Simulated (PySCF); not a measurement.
C4H3F4O2 (doublet state).
Geometry (GFN2-xTB, Å), atoms numbered from 1 in this order:
```xyz
13
C4H3F4O2 angstrom
C     -2.1086    0.0126    0.6613
O     -0.7347   -0.0038    0.3044
C     -0.3257    0.7539   -0.7144
F     -1.1789    1.7259   -1.0722
C      0.6944    0.4686   -1.5351
O      1.7666   -0.3024   -1.3132
C      2.1829   -0.5792   -0.0648
F      2.0877    0.4523    0.7755
F      1.5033   -1.5895    0.4894
F      3.4568   -0.9476   -0.1058
H     -2.1949   -0.6616    1.5101
H     -2.7262   -0.3484   -0.1647
H     -2.4272    1.0196    0.9402
```

The hyperfine couplings belong to this conformer and change with its torsions.

As a line formula: `CO/C(F)=[C]\OC(F)(F)F` [radical].

Method used: UKS B3LYP, pcH-1 on C F H O, non-relativistic, mean-field spin-orbit, GIAO in PySCF 2.14.0. Isolated species at its GFN2-xTB geometry (one conformer only). A GFN2-xTB geometry isn't a minimum of the functional, and hyperfine couplings can be far from their values at a DFT geometry. The frame is twisted about the C3–C5 bond at this geometry (dihedral O2–C3–C5–O6 = -25°); couplings at other torsion angles weren't computed. No stability test was run, so a lower SCF solution isn't excluded.

Question: Match the computed a_iso(13C) values +405.4, +28.8, +17.8, -1.6 MHz with the sites C1; C3; C5; C7.

Answer: 
```
site  a_iso (MHz)  ρ(0) (bohr⁻³)                 position  distance from C5 (Å)  spin population  largest |T| (MHz)
  C1         -1.6        -0.0015          3 bonds from C5                  3.59             0.00                1.8
  C3        +28.8        +0.0257           1 bond from C5                  1.34            +0.06               26.1
  C5       +405.4        +0.3606  largest spin population                  0.00            +0.78              126.3
  C7        +17.8        +0.0159          2 bonds from C5                  2.34            +0.01                5.3
```

Question: The isotropic 17O couplings are -75.1, -27.0 MHz. Assign them to O2; O6.

Answer: 
```tsv
site	a_iso (MHz)	ρ(0) (bohr⁻³)	position	distance from C5 (Å)	spin population	largest |T| (MHz)
O2	-27.0	+0.0445	2 bonds from C5	2.38	+0.06	26.4
O6	-75.1	+0.1238	1 bond from C5	1.34	+0.06	37.0
```

Question: Match the computed a_iso(19F) values +34.9, +9.4 MHz (means over equivalent nuclei) with the sites F4; F8/F9/F10.

Answer: 
| site | a_iso (MHz) | ρ(0) (bohr⁻³) | position | distance from C5 (Å) | bound to | spin population there | largest \|T\| (MHz) |
| --- | --- | --- | --- | --- | --- | --- | --- |
| F4 | +34.9 | +0.0083 | 2 bonds from C5 | 2.30 | C3 | +0.06 | 85.2 |
| F8/F9/F10 | +9.4 | +0.0022 | 3 bonds from C5 | 3.04 | C7 | +0.01 | 17.8 |

ρ(0) is the spin density at the nucleus and T the dipolar tensor; entries for several nuclei are means. Largest spin populations (Mulliken): C5 (+0.78), O6 (+0.06) and O2 (+0.06). C5 is the only atom above +0.15.

Class means assume fast exchange of nuclei equivalent by connectivity; if that motion is slow, each nucleus keeps its own coupling. The three 19F nuclei of mean +9.4 MHz run from -4.6 to 36.0 MHz in the frozen geometry. The three 1H nuclei of mean +5.3 MHz run from 2.9 to 8.1 MHz in the frozen geometry.
